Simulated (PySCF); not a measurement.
Job for PySCF: R-HF/3-21G on CH7GeN (SMILES C[NH][GeH3]), a point of a torsion scan.

```python
from pyscf import gto, scf, dft, mp
from pyscf.data.elements import chemcore

mol = gto.M(
    atom='''
    C    -1.39904907    0.13544254    0.32326828
    N    -0.28107284   -0.15109625   -0.55624439
    Ge    1.46108156   -0.00774476   -0.11935751
    H    -2.21910444    0.58131455   -0.24490985
    H    -1.07377669    0.85139831    1.07651759
    H    -1.78217928   -0.75309919    0.83749957
    H    -0.53097381   -0.81899783   -1.27047881
    H     2.14316643   -1.30569613    0.24112648
    H     2.16146945    0.53050842   -1.32991980
    H     1.52914730    0.95010693    1.02120806
    ''',
    basis='3-21g',
    charge=0, spin=0, verbose=3, max_memory=1800)
mf = scf.RHF(mol)
mf.conv_tol = 1e-8
mf.max_cycle = 100
mf.kernel()
if not mf.converged:
    mf = mf.newton().run(mf.mo_coeff, mf.mo_occ)
```

Question: What total energy does the run end on?

Answer: -2161.1868 hartree.
